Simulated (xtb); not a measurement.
MoO₃, SMILES [O]=[Mo](=[O])=[O], multiplicity 1. All values are semi-empirical tight-binding results from xtb (GFN2-xTB unless named), good for trends rather than for accurate numbers. Geometry: GFN2-xTB. The multiplicity is an assumed one; other spin states were not compared. The isomer is the one that the SMILES or the coordinates give; other isomers of the formula were not compared.

For metal compounds this method's bond lengths and energies can be far off.

Question: Estimate the properties. (An estimate is asked for; the answer gives what the named calculation found.)

Answer: 
```
Quantity                                        Value
-------------------------------------  --------------
point group as xtb finds it                       C3v
orbital gap                                   0.30 eV
zero-point energy                        4.7 kcal/mol
G − E(el) at 298.15 K (modified RRHO)  -12.5 kcal/mol
```
